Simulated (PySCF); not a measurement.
Species: C2H9PSi2.
SMILES with atom numbers: `[SiH3:1]/[CH:2]=[CH:3]/[SiH2:4][PH2:5]` (hydrogens: H6, H7, H8 on Si1; H9 on C2; H10 on C3; H11, H12 on Si4; H13, H14 on P5)

Level of theory: PySCF, PBE0-D3(BJ)/def2-SVP geometry optimisation, gas phase.

What internal coordinates does the optimisation give?

| bond | length (pm) | order |
| --- | --- | --- |
| Si1–C2 | 187.4 | single |
| C2=C3 | 134.5 | double |
| C3–Si4 | 187.6 | single |
| Si4–P5 | 226.8 | single |
| Si1–H6, Si1–H7, Si1–H8 | 149.5 | single |
| C2–H9 | 110.1 | single |
| C3–H10 | 110.1 | single |
| Si4–H11, Si4–H12 | 149.7 | single |
| P5–H13, P5–H14 | 142.9 | single |

Bonds in one row agree within 1 pm and their mean is given. Orders are formal, as drawn. A selection of angles:
| angle | degrees |
| --- | --- |
| C2–Si1–H6 | 109.0 |
| C2–Si1–H7 | 110.6 |
| H6–Si1–H7 | 109.5 |
| H7–Si1–H8 | 107.7 |
| Si1–C2–C3 | 124.0 |
| Si1–C2–H9 | 117.6 |
| C3–C2–H9 | 118.4 |
| C2–C3–Si4 | 124.4 |
| C2–C3–H10 | 118.4 |
| Si4–C3–H10 | 117.2 |
| C3–Si4–P5 | 108.5 |
| C3–Si4–H11 | 110.5 |
| P5–Si4–H11 | 107.8 |
| P5–Si4–H12 | 112.9 |
| H11–Si4–H12 | 107.4 |
| Si4–P5–H13 | 93.7 |
| H13–P5–H14 | 93.7 |

Torsions: Si1–C2–C3–Si4 180° (antiperiplanar); C2–C3–Si4–P5 -7° (synperiplanar). The mirror-image conformer, all signs reversed, is as good.

Si1 (SiH3 silicon) is tetrahedral (angles from 107.7° to 110.7°). P5 (three-coordinate phosphorus) is pyramidal (angles 93.7°, 93.7° and 92.9°, sum 280.3°, 0.87 Å off the plane of its three neighbours). Of the pairs four or more bonds apart, P5···H9 is among the closest relative to their van der Waals radii: 2.86 Å, 95 % of the sum of Bondi's values. Si4 (SiH2 silicon) is tetrahedral (angles from 107.4° to 112.9°).

No frequency check. The numbers are those of one conformer (C2–C3–Si4–P5 -7°, C3–Si4–P5–H -83° and -177°).
